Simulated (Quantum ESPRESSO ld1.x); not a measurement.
Problem. Species: Zn13+. Configuration: [Ne] 3s1.75 3p5 4s0.25 (fractional occupations, a model configuration). Calculated with ld1.x of Quantum ESPRESSO 7.5: scalar-relativistic Kohn-Sham, relativistic LDA (MacDonald-Vosko exchange, VWN5 correlation), spin-unpolarised, spherical densities, point nucleus. Some entries of the table are withheld. Estimate them.

orbital  occ.  eigenvalue (eV)  <r^2> (bohr^2)
1s          2              (1)        0.003428
2s          2              (2)         0.05997
2p          6        -1430.898         0.04769
3s       1.75         -488.311          0.4080
3p          5         -441.481             (3)
4s       0.25         -225.960             (4)

Solution. 
(1) 1s eigenvalue (eV): -9904.949
(2) 2s eigenvalue (eV): -1581.227
(3) 3p <r^2> (bohr^2): 0.4073
(4) 4s <r^2> (bohr^2): 1.667
